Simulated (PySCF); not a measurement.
# How methods differ on the ionisation energy of Cd

Cd [Kr] 4d10 5s2 (1S) → Cd+ [Kr] 4d10 5s1 (2S), as a difference of total energies. Computed with PySCF 2.14 in x2c-QZVPPall with one added diffuse shell each of s, p, d, f, g type (14s9p8d5f3g, 143 functions), with scalar relativity by spin-free X2C-1e. The calculations carry no spin-orbit coupling.

| method | ionisation energy (eV) |
| --- | --- |
| UHF | 7.331 |
| TPSSh | 8.727 |
| M06-2X | 8.758 |
| TPSS | 8.814 |

**Question.** Which method comes closest to the reference value, and which is furthest?

**Answer.** The reference is 8.994 eV (measured; NIST Atomic Spectra Database, ionization energies). Closest: TPSS (error -0.180 eV); furthest: UHF (error -1.663 eV).
